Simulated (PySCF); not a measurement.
## Worked example: refractive index and permittivity of the vapour

1,1-difluoro-2-methylprop-1-ene (C4H6F2), SMILES CC(C)=C(F)F.

Geometry optimised at PBE0-D3(BJ)/def2-SVP.

PBE/def2-TZVP (PySCF) gives a mean static polarisability of 52.0 bohr³ and a dipole moment of 1.49 D. Take an ideal gas at 298.15 K and 0.01 bar, whether or not the substance is that volatile.

Problem. Work out n − 1 in the optical limit and the static ε − 1.

Solution. 
Polarisability volume α' = 52.0 × 0.148185 = 7.71 Å³. Number density N = p/kT = 2.43e-7 Å⁻³.
Dilute limit of Lorentz–Lorenz: n − 1 = 2π N α' = 1.2e-5.
Orientation term of Debye: μ²/(3kT) = 8.098 Å³ × μ²(D²) = 17.98 Å³.
ε − 1 = 4π N (α' + μ²/3kT) = 7.8e-5. Orientation of the dipole supplies 70 % of the static response; it can't follow optical fields. Vibrational polarisation and dispersion are left out.
